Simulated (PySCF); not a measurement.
**Partial charges of `C=C/C=C\S(=O)(=O)C(F)(F)F`**

Compound: C₅H₅F₃O₂S.
Structure used (GFN2-xTB), in Å, numbered top down from 1:
```
atom  x, y, z in Å
C1     2.7986    0.5752   -0.5448
C2     1.5648    0.0797   -0.4687
C3     1.0454   -0.4825    0.7528
C4    -0.1863   -0.9530    0.9391
S5    -1.4746   -0.9166   -0.2815
O6    -2.5290   -1.7900    0.1183
O7    -1.0012   -0.9630   -1.6287
C8    -2.1359    0.8481   -0.0258
F9    -3.1735    1.1089   -0.8042
F10   -2.4985    1.0071    1.2482
F11   -1.1714    1.7355   -0.2837
H12    3.4610    0.5864    0.3065
H13    3.1840    0.9904   -1.4594
H14    0.9141    0.0724   -1.3292
H15    1.7394   -0.5216    1.5866
H16   -0.5442   -1.3683    1.8631
```

Density: PBE0/pcSseg-1 (PySCF); schemes: Mulliken, IAO, Hirshfeld and ESP-fitted. One conformer (not necessarily the lowest) at the GFN2-xTB geometry, without solvent, vibrations or thermal averaging.

Question: Give the atomic charges in each scheme.

Answer: In e:

```tsv
atom	environment	Mulliken	IAO	Hirshfeld	ESP-fitted
C1	terminal =CH2 carbon	-0.103	-0.264	-0.056	-0.434
C2	alkene CH carbon	-0.190	-0.151	-0.049	+0.037
C3	alkene CH carbon	-0.036	-0.074	-0.003	-0.129
C4	alkene CH carbon	-0.311	-0.434	-0.084	-0.261
S5	sulfonyl sulfur	+0.973	+1.970	+0.486	+0.897
O6	sulfonyl oxygen	-0.502	-0.863	-0.299	-0.465
O7	sulfonyl oxygen	-0.505	-0.863	-0.279	-0.448
C8	CF3 carbon	+0.696	+0.599	+0.233	+0.255
F9	fluorine of a CF3 group	-0.231	-0.246	-0.069	-0.080
F10	fluorine of a CF3 group	-0.249	-0.266	-0.085	-0.123
F11	fluorine of a CF3 group	-0.249	-0.269	-0.080	-0.121
H12	vinylic hydrogen	+0.124	+0.153	+0.056	+0.198
H13	vinylic hydrogen	+0.134	+0.169	+0.063	+0.204
H14	vinylic hydrogen	+0.163	+0.177	+0.035	+0.122
H15	vinylic hydrogen	+0.129	+0.170	+0.069	+0.180
H16	vinylic hydrogen	+0.158	+0.193	+0.062	+0.169
```

Mean size of the charges over all atoms: IAO 0.429 e, Mulliken 0.297 e, ESP-fitted 0.258 e, Hirshfeld 0.126 e. Each set sums to the total charge, 0, to within 0.001 e. The IAO scheme counts the electrons in orthogonalised intrinsic atomic orbitals, a minimal basis polarised so that it spans the occupied orbitals exactly. The Mulliken scheme gives each basis function's population to the atom it is centred on and halves the overlap population of two atoms between them.

Lowest charge. All schemes pick atoms of one kind: Mulliken O7 (-0.505); IAO O6 and O7 (-0.863); Hirshfeld O6 (-0.299); ESP-fitted O6 (-0.465).

Highest charge. All schemes agree: Mulliken S5 (+0.973); IAO S5 (+1.970); Hirshfeld S5 (+0.486); ESP-fitted S5 (+0.897).

Question: Sum the charges by element, for elements with more than one atom.

Answer: 
| element | atoms | Mulliken | IAO | Hirshfeld | ESP-fitted |
| --- | --- | --- | --- | --- | --- |
| C | 5 | +0.055 | -0.324 | +0.041 | -0.533 |
| O | 2 | -1.008 | -1.726 | -0.579 | -0.913 |
| F | 3 | -0.729 | -0.780 | -0.234 | -0.324 |
| H | 5 | +0.708 | +0.861 | +0.285 | +0.873 |

Question: How closely do the schemes follow one another over all atoms?

Answer: Correlation coefficient and root-mean-square difference: IAO with Hirshfeld 0.98, 0.457 e; Mulliken with Hirshfeld 0.97, 0.215 e; Mulliken with IAO 0.96, 0.286 e; IAO with ESP-fitted 0.95, 0.333 e; Hirshfeld with ESP-fitted 0.94, 0.176 e; Mulliken with ESP-fitted 0.90, 0.167 e.

Question: How many electrons does the IAO scheme count on F9?

Answer: Z − q = 9 − (-0.246) = 9.246.
